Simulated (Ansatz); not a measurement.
## Ansatz (development build ahead of 0.2.0) run

```yaml
crystal:
  periodic: [false, false, false]
  atoms:
    - { symbol: Be, position_ang: [0.0, 0.0, 0.0] }
    - { symbol: H, position_ang: [2.33488, 0.0, 0.0] }
    - { symbol: H, position_ang: [-2.33488, 0.0, 0.0] }
basis:
  gaussian: { orbitals: "6-31G" }
magnetization:
  initial_magnetization: 2
hamiltonian:
  xc: hf
correlation:
  method: fci
  frozen_orbitals: { Be: 0, H: 0 }
```

The input is written out in the form of the current development build from the run's settings.

Results

| Quantity | Value |
| --- | --- |
| Converged | yes |
| Total energy | -15.60446 hartree |
| State | lowest triplet root, of any spatial symmetry |
